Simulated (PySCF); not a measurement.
Species: C7H8.
Geometry (GFN2-xTB, Å), atoms numbered from 1 in this order:
```
atom  x, y, z in Å
C1    -3.307   -0.443   -0.438
C2    -1.922   -0.041   -0.326
C3    -0.775    0.301   -0.235
C4     0.598    0.695   -0.123
C5     1.643   -0.081   -0.880
C6     2.801    0.339   -0.031
C7     1.559   -0.216    0.592
H8    -3.433   -1.454   -0.050
H9    -3.619   -0.424   -1.482
H10   -3.941    0.235    0.132
H11    0.735    1.771   -0.017
H12    1.561   -0.754   -1.705
H13    3.020    1.396    0.078
H14    3.683   -0.288   -0.038
H15    1.391   -1.027    1.267
```

NICS = −σ at a ghost point: NICS(0) at the centroid of the ring atoms, NICS(1) 1 Å to either side along the normal of their mean plane, zz for the tensor component along that normal. Level: GIAO PBE0/pcSseg-1 (PySCF, non-relativistic, gas phase) on the GFN2-xTB geometry, one conformer.

Ring bond lengths (Å), with Mayer bond orders in brackets: C4–C5 1.505 (0.92), C5–C7 1.481 (0.81), C7–C4 1.506 (0.92); C5–C6 1.495 (0.98), C6–C7 1.495 (0.98), C7–C5 1.481 (0.81).

Question: Give the NICS values of each ring in ppm.

Answer: 
```tsv
ring	type	NICS(0)	NICS(1), two faces	NICS(1)zz, two faces	rms pucker (Å)	centre to ring atoms, mean (Å)
C4–C5–C7	3-membered carbocycle; formal bonds all single	-47.4	-15.7 / -7.5	-23.0 / -21.1	0.00	0.86
C5–C6–C7	3-membered carbocycle; formal bonds all single	-46.9	-7.9 / -15.9	-22.6 / -22.0	0.00	0.86
```

Question: What can be read from them?

Answer: 
- C4–C5–C7: mean NICS(1)zz -22.1 ppm, shielded. C4, C5, C7 have four or more neighbours; no verdict on aromaticity is drawn. NICS(0) lies 36 ppm below the mean NICS(1).
- C5–C6–C7: mean NICS(1)zz -22.3 ppm, shielded. C5, C6, C7 have four or more neighbours, so the value isn't read as a sign of a π ring current. NICS(0) lies 35 ppm below the mean NICS(1).

Question: At the first NICS(1) probe listed for ring C5–C6–C7, 1 Å off the ring, how large is the induced field along the normal in 7.05 T applied along it?

Answer: NICSzz × B0 = -22.6 ppm × 7.05 T = -159 μT, against the applied field.

Question: List the ring angles and the Hirshfeld charges of the ring atoms.

Answer: 
- C4–C5–C7: C4 58.9° (-0.025 e), C5 60.6° (-0.050 e), C7 60.5° (-0.050 e); sum 180.0° against 180° for a flat convex ring.
- C5–C6–C7: C5 60.3° (-0.050 e), C6 59.3° (-0.080 e), C7 60.3° (-0.050 e); sum 180.0° against 180° for a flat convex ring.

Question: What are the shieldings of the ring atoms and their hydrogens in the same run (means over atoms taken as equivalent)?

Answer: 
```
   atoms                    environment  σ isotropic (ppm)  principal values of the symmetric part, first atom (ppm)
      C4             propargylic carbon              156.4                                       136.9, 137.5, 194.9
 C5 (×2)  sp3 carbon at a ring junction              179.3                                       137.2, 190.1, 210.8
      C6     three-membered-ring carbon              160.5                                       146.2, 146.8, 188.5
     H11               methine hydrogen              30.76                                          23.1, 30.4, 38.7
H12 (×2)               methine hydrogen              29.75                                          23.8, 27.6, 37.8
     H13             methylene hydrogen              31.57                                          25.4, 29.1, 40.2
     H14             methylene hydrogen              30.74                                          24.9, 26.2, 41.1
```
